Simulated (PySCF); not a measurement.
# Electric field gradients and quadrupole coupling constants

C2H8N2Si2.
Cartesian coordinates in Å at the GFN2-xTB level; atoms count from 1:
```
atom  x, y, z in Å
C1    -1.568   -1.010   -0.082
Si2   -0.135    0.217    0.166
N3    -0.697    1.752   -0.404
Si4    1.916   -0.572   -0.593
C5    -0.008    0.536    2.012
N6     0.141    0.711    3.135
H7    -1.355   -1.958    0.403
H8    -2.497   -0.628    0.330
H9    -1.730   -1.212   -1.138
H10   -0.200    2.592   -0.153
H11   -1.057    1.833   -1.341
H12    2.298   -1.838    0.036
H13    3.001    0.384   -0.349
H14    1.891   -0.807   -2.044
```

Field gradients from the PBE0/pcSseg-1 density (PySCF, non-relativistic), principal values in atomic units, ordered |Vxx| ≤ |Vyy| ≤ |Vzz|:

```tsv
atom	Vxx	Vyy	Vzz
N3	0.3428	0.5871	-0.9299
N6	0.5504	0.6010	-1.1515
```

Question: Find the asymmetry η = (Vxx − Vyy)/Vzz and the couplings χ = eQV/h (234.96 MHz × Q in barn × V in au), with Q(14N) = 0.02044 b.

Answer: 
```json
{"atom": "N3", "environment": "silicon-bound nitrogen", "nucleus": "14N", "η": "0.26", "χzz (MHz)": "-4.466", "χxx (MHz)": "1.646", "χyy (MHz)": "2.820"}
{"atom": "N6", "environment": "cyano nitrogen", "nucleus": "14N", "η": "0.04", "χzz (MHz)": "-5.53", "χxx (MHz)": "2.64", "χyy (MHz)": "2.89"}
```

The gradient is axial or nearly so (η below 0.05) at N6. 

Question: What is Vzz at N3 in SI units (1 au = 9.71736 × 10²¹ V/m²)?

Answer: -0.9299 au = -9.036 × 10²¹ V/m².

Question: And the gradient at the other heavy atoms, for which no coupling is worked out here?

Answer: 
```csv
atom,environment,Vzz (au),η
C1,Si-methyl carbon,-0.027,0.57
Si2,four-coordinate silicon,0.472,0.50
Si4,SiH3 silicon,-0.027,0.80
C5,cyano carbon,-0.469,0.02
```

Were the hydrogens deuterons (Q(2H) = 0.00286 b), χzz would run from 108 kHz (H14) to 289 kHz (H11).

The structure is a single GFN2-xTB conformer in the gas phase; no vibrational or solvent corrections. GFN2-xTB bond lengths can be off by several hundredths of an ångström, more for odd bonds, and the gradients follow them. These gradients aren't converged with respect to the basis.
